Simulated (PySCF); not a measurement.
Species: CF3C(O)Cl, C2ClF3O.
InChI=1S/C2ClF3O/c3-1(7)2(4,5)6

Level of theory: PySCF, PBE0-D3(BJ)/def2-SVP geometry optimisation, gas phase.

Masses are those of the commonest isotopes; rigid-rotor values at the optimised geometry. 

Give the principal moments of inertia and the rotational constants in MHz.

Ia = 149.73, Ib = 280.19, Ic = 341.58 u·Å²; 505379 MHz·u·Å²/I gives A = 3375, B = 1804, C = 1480 MHz.

Classify the top.

An asymmetric top; Ray's κ = -0.658.

Is it planar, by Δ = Ic − Ia − Ib?

Not planar: Δ = Ic − Ia − Ib = -88.34 u·Å². For a rigid frame Δ = −2 Σ m c², so Σ m c² = 44.17 u·Å² lies off the ab plane. The atom farthest from that plane is 1.15 Å away.

Give the coordinates in the principal-axis frame, origin at the centre of mass.

The sense of each axis is arbitrary; atoms in the order of the calculation.
| atom | mass (u) | a (Å) | b (Å) | c (Å) |
| --- | --- | --- | --- | --- |
| O1 | 15.995 | 0.560 | 1.827 | 0.005 |
| C2 | 12.000 | 0.490 | 0.651 | 0.010 |
| Cl3 | 34.969 | 1.870 | -0.424 | 0.002 |
| C4 | 12.000 | -0.843 | -0.133 | 0.003 |
| F5 | 18.998 | -0.872 | -1.011 | 0.994 |
| F6 | 18.998 | -0.968 | -0.782 | -1.148 |
| F7 | 18.998 | -1.851 | 0.708 | 0.138 |

Predict some low-J microwave lines.

The dipole components are |μa| = 0.19 D, |μb| = 0.75 D, |μc| = 0.04 D. The squared components, which scale the intensities, stand as 0.06 : 1.00 : 0.00 (a : b : c). Some lines, for components of 0.1 D or more:

```
type  branch         J(Ka,Kc)    MHz  lower level (cm⁻¹)
   a       Q  1(1,0) ← 1(1,1)    324               0.162
   b       Q  1(1,0) ← 1(0,1)   1896               0.110
   b       Q  2(2,0) ← 2(1,1)   4760               0.403
   b       R  2(0,2) ← 1(1,1)   4950               0.162
   b       R  3(1,2) ← 2(2,1)   5591               0.560
   b       Q  2(2,1) ← 2(1,2)   5687               0.370
   a       R  2(1,2) ← 1(1,1)   6242               0.162
   b       Q  3(3,0) ← 3(2,1)   8479               0.896
   a       R  3(1,3) ← 2(1,2)   9337               0.370
   a       R  3(2,1) ← 2(2,0)  10025               0.561
   b       R  2(2,0) ← 1(1,1)  11975               0.162
   b       R  3(2,2) ← 2(1,1)  14565               0.403
   b       R  3(3,1) ← 2(2,0)  18500               0.561
```

Not checked by PBE0-D3(BJ)/def2-SVP frequencies. These are rigid-rotor constants of the computed structure; measured ground-state constants (B0) also hold zero-point vibration. Quadrupole hyperfine structure (35Cl) is left out.

The values belong to the conformer `[O:1]=[C:2]([Cl:3])[C:4]([F:5])([F:6])[F:7]`: O1–C2–C4–F5 -127°.
